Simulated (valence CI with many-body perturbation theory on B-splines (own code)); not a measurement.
E1 transitions of Bi75+

Calculated by valence CI with perturbative core correlation (CI+MBPT): six valence electrons over a frozen Dirac-Fock core [He], a basis of 9 s, 9 p, 8 d, 6 f, 3 g, 1 h functions for each j, with the one-electron correlation potential Σ1 (screened to all orders), the two-electron term Σ2, the three-electron term Σ3, Breit, model QED; selected single and double excitations, second order for the rest, scaled by the run's own slope (own B-spline code, finite nucleus).

The last digits are not significant, and no measured levels were compared; by estimate large intervals hold to a few tenths of a per cent, small ones and those within an open d or f shell to about a per cent. Among the levels kept, up to 1900 cm⁻¹ of a level comes from second order outside the variational space, and about a tenth of that is noise between levels of different J, which matters for small intervals.

Lines 201 to 222 of 222 in falling wavelength, among levels below 1030.8 Ry, chosen from the strongest by gf and those to the six lowest levels. Wavelengths and rates use the calculated energies. Electric multipoles are in the length gauge with retardation, E1 and E2 with the static RPA response of the core. Weak lines are less certain than strong ones. Lines between different terms over intervals too small for the method are left out, as are lines whose strength nearly cancels. The highest levels of a list are the least certain.

Levels are named by their leading jj configuration (3d3/2^4 stands for four electrons in 3d with j = 3/2), which in mixed levels can hold well under half, so a name can repeat and another be missing. Letters in brackets count levels of one name in rising energy.

```tsv
λ vac (nm)	Upper	Lower	A (s⁻¹)	log gf	Branch %
0.1050	(2s^2 2p1/2^2 2p3/2 3d3/2) J=1	(2s^2 2p1/2^2 2p3/2^2) J=0	2.28e+14	-0.95	34.3
0.1045	(2s^2 2p1/2^2 2p3/2 3d3/2) J=2	(2s^2 2p1/2^2 2p3/2^2) J=2	2.46e+14	-0.70	98.7
0.1044	(2s^2 2p1/2^2 2p3/2 3d3/2) J=3	(2s^2 2p1/2^2 2p3/2^2) J=2	7.18e+13	-1.09	95.6
0.1044	(2s^2 2p1/2^2 2p3/2 3d3/2) J=1	(2s^2 2p1/2^2 2p3/2^2) J=2	4.34e+14	-0.67	65.2
0.1033	(2s^2 2p1/2^2 2p3/2 3d5/2) J=1	(2s^2 2p1/2^2 2p3/2^2) J=0	2.30e+15	0.04	91.6
0.1029	(2s^2 2p1/2^2 2p3/2 3d5/2) J=2	(2s^2 2p1/2^2 2p3/2^2) J=2	1.66e+15	0.12	100.0
0.1028	(2s^2 2p1/2^2 2p3/2 3d5/2) J=3	(2s^2 2p1/2^2 2p3/2^2) J=2	3.73e+15	0.62	100.0
0.1027	(2s^2 2p1/2^2 2p3/2 3d5/2) J=1	(2s^2 2p1/2^2 2p3/2^2) J=2	2.10e+14	-1.00	8.4
0.09386	(2s^2 2p1/2 2p3/2^2 3s) J=1 [a]	(2s^2 2p1/2^2 2p3/2^2) J=0	2.09e+11	-4.08	0.0
0.09345	(2s^2 2p1/2 2p3/2^2 3s) J=2 [a]	(2s^2 2p1/2^2 2p3/2^2) J=2	3.90e+13	-1.59	34.8
0.09335	(2s^2 2p1/2 2p3/2^2 3s) J=1 [a]	(2s^2 2p1/2^2 2p3/2^2) J=2	8.18e+13	-1.49	16.3
0.09330	(2s^2 2p1/2 2p3/2^2 3s) J=1 [b]	(2s^2 2p1/2^2 2p3/2^2) J=0	7.81e+13	-1.51	27.3
0.09328	(2s^2 2p1/2 2p3/2^2 3s) J=3	(2s^2 2p1/2^2 2p3/2^2) J=2	7.52e+13	-1.16	51.9
0.09320	(2s^2 2p1/2 2p3/2^2 3s) J=2 [b]	(2s^2 2p1/2^2 2p3/2^2) J=2	4.02e+13	-1.58	8.8
0.09279	(2s^2 2p1/2 2p3/2^2 3s) J=1 [b]	(2s^2 2p1/2^2 2p3/2^2) J=2	2.44e+11	-4.02	0.1
0.08955	(2s 2p1/2^2 2p3/2^2 3p1/2) J=2 [a]	(2s^2 2p1/2^2 2p3/2^2) J=2	3.33e+14	-0.70	96.7
0.08955	(2s 2p1/2^2 2p3/2^2 3p1/2) J=3	(2s^2 2p1/2^2 2p3/2^2) J=2	8.23e+14	-0.16	98.4
0.08921	(2s 2p1/2^2 2p3/2^2 3p1/2) J=1 [a]	(2s^2 2p1/2^2 2p3/2^2) J=0	8.33e+14	-0.53	95.8
0.08921	(2s 2p1/2^2 2p3/2^2 3p1/2) J=1 [b]	(2s^2 2p1/2^2 2p3/2^2) J=0	1.26e+12	-3.35	0.1
0.08875	(2s 2p1/2^2 2p3/2^2 3p1/2) J=1 [a]	(2s^2 2p1/2^2 2p3/2^2) J=2	1.80e+11	-4.20	0.0
0.08874	(2s 2p1/2^2 2p3/2^2 3p1/2) J=1 [b]	(2s^2 2p1/2^2 2p3/2^2) J=2	8.59e+14	-0.52	92.8
0.08874	(2s 2p1/2^2 2p3/2^2 3p1/2) J=2 [b]	(2s^2 2p1/2^2 2p3/2^2) J=2	5.14e+14	-0.52	88.4
```
